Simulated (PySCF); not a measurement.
Mo(NH)2(F)(OH) (FH3MoN2O), SMILES [NH]=[Mo](=[NH])([OH])[F], multiplicity 1. Geometry: PBE-D3(BJ)/def2-SVP. The spin state was assumed, not searched. The structure was generated by enumeration; whether it is a known compound was not checked. The def2 effective core potentials stand for the cores of Mo; spin–orbit coupling is left out. One conformer was computed; it need not be the lowest.

Computed equilibrium geometry at PBE-D3(BJ)/def2-SVP (PySCF confirms it by a frequency run) as Cartesian coordinates in Å (one conformer of several):
```xyz
8

Mo    -0.0131    -0.0010    -0.0138
N     -1.4383    -0.9632    -0.2676
H     -2.0380    -1.6696    -0.7073
N      1.2389    -0.4775    -1.1269
H      1.6077    -1.0334    -1.9078
F     -0.4312     1.8027    -0.3273
O      0.5886    -0.3654     1.7507
H      1.5480    -0.4715     1.8944
```
